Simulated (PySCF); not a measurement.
C₅H₆, charge +1, doublet (typed; the unrestricted solution is spin-contaminated), at a GFN2-xTB geometry (a state made from the parent by changing its charge; the spin is typed, not shown lowest); PySCF with HF/6-31G*.

The PySCF input:
```python
from pyscf import gto, scf

mol = gto.Mole()
mol.atom = '''
    C    -0.987909    0.718684   -0.179883
    C     0.340593    1.135880   -0.136586
    C     1.219633   -0.029785    0.098999
    C     0.258634   -1.150514    0.185226
    C    -1.037660   -0.669217    0.015466
    H    -1.840432    1.357167   -0.337740
    H     0.692089    2.148207   -0.254592
    H     1.826716    0.076291    1.007253
    H     1.959306   -0.168751   -0.699937
    H     0.537003   -2.178223    0.354359
    H    -1.934426   -1.264980    0.031330
'''
mol.basis = '6-31g*'
mol.charge = 1
mol.spin = 1
mol.verbose = 4
mol.build()

mf = scf.UHF(mol)
mf.kernel()
```

**Question.** Write the output that PySCF gives for this input, abridged.

**Answer.** 
```
PySCF version 2.14.0

[INPUT] verbose = 4
[INPUT] num. atoms = 11
[INPUT] num. electrons = 35
[INPUT] charge = 1
[INPUT] spin (= nelec alpha-beta = 2S) = 1
[INPUT] symmetry False subgroup None
[INPUT] Mole.unit = angstrom
[INPUT] Symbol           X                Y                Z      unit          X                Y                Z       unit  Magmom
[INPUT]  1 C     -0.987909000000   0.718684000000  -0.179883000000 AA   -1.866877445993   1.358115930107  -0.339929604465 Bohr   0.0
[INPUT]  2 C      0.340593000000   1.135880000000  -0.136586000000 AA    0.643627489944   2.146502110371  -0.258110132450 Bohr   0.0
[INPUT]  3 C      1.219633000000  -0.029785000000   0.098999000000 AA    2.304772342482  -0.056285492620   0.187080996606 Bohr   0.0
[INPUT]  4 C      0.258634000000  -1.150514000000   0.185226000000 AA    0.488747426501  -2.174156362478   0.350026411149 Bohr   0.0
[INPUT]  5 C     -1.037660000000  -0.669217000000   0.015466000000 AA   -1.960893210416  -1.264636847903   0.029226504243 Bohr   0.0
[INPUT]  6 H     -1.840432000000   1.357167000000  -0.337740000000 AA   -3.477912430886   2.564673935298  -0.638236101311 Bohr   0.0
[INPUT]  7 H      0.692089000000   2.148207000000  -0.254592000000 AA    1.307858663824   4.059522888874  -0.481109153505 Bohr   0.0
[INPUT]  8 H      1.826716000000   0.076291000000   1.007253000000 AA    3.451992947361   0.144169095769   1.903432308147 Bohr   0.0
[INPUT]  9 H      1.959306000000  -0.168751000000  -0.699937000000 AA    3.702551734217  -0.318893173246  -1.322689234450 Bohr   0.0
[INPUT] 10 H      0.537003000000  -2.178223000000   0.354359000000 AA    1.014788598070  -4.116244908228   0.669641459775 Bohr   0.0
[INPUT] 11 H     -1.934426000000  -1.264980000000   0.031330000000 AA   -3.655535348238  -2.390465753052   0.059205119483 Bohr   0.0

nuclear repulsion = 157.058731178956
number of shells = 42
number of NR pGTOs = 159
number of NR cGTOs = 82
basis = 6-31g*
ecp = {}

******** <class 'pyscf.scf.uhf.UHF'> ********
method = UHF
initial guess = minao
damping factor = 0
level_shift factor = 0
DIIS = <class 'pyscf.scf.diis.CDIIS'>
diis_start_cycle = 1
diis_space = 8
diis_damp = 0
SCF conv_tol = 1e-09
SCF conv_tol_grad = None
SCF max_cycles = 50
direct_scf = True
direct_scf_tol = 1e-13
number electrons alpha = 18  beta = 17
Set gradient conv threshold to 3.16228e-05
init E= -194.103460289589

cycle= 1 E= -192.436696058732  delta_E= 1.67  |g|= 0.355  |ddm|=  2.1
cycle= 2 E= -192.526058434761  delta_E= -0.0894  |g|= 0.127  |ddm|= 0.645
cycle= 3 E= -192.536505901068  delta_E= -0.0104  |g|= 0.0427  |ddm|= 0.156
cycle= 4 E= -192.538930953824  delta_E= -0.00243  |g|= 0.018  |ddm|= 0.0842
cycle= 5 E= -192.539717520019  delta_E= -0.000787  |g|= 0.0125  |ddm|= 0.0326
cycle= 6 E= -192.54040611828  delta_E= -0.000689  |g|= 0.00761  |ddm|= 0.044
cycle= 7 E= -192.540628485221  delta_E= -0.000222  |g|= 0.00242  |ddm|= 0.0353
cycle= 8 E= -192.540644667685  delta_E= -1.62e-05  |g|= 0.000761  |ddm|= 0.0098
cycle= 9 E= -192.540645897521  delta_E= -1.23e-06  |g|= 0.00028  |ddm|= 0.00273
cycle= 10 E= -192.540646020326  delta_E= -1.23e-07  |g|= 0.000136  |ddm|= 0.000568
cycle= 11 E= -192.54064605564  delta_E= -3.53e-08  |g|= 4.96e-05  |ddm|= 0.000374
cycle= 12 E= -192.54064605997  delta_E= -4.33e-09  |g|= 1.28e-05  |ddm|= 0.000145
cycle= 13 E= -192.540646060256  delta_E= -2.86e-10  |g|= 5.44e-06  |ddm|= 3.36e-05
Extra cycle  E= -192.540646060288  delta_E= -3.22e-11  |g|= 3.19e-06  |ddm|= 7.8e-06
converged SCF energy = -192.540646060288  <S^2> = 0.86133826  2S+1 = 2.1084006
```
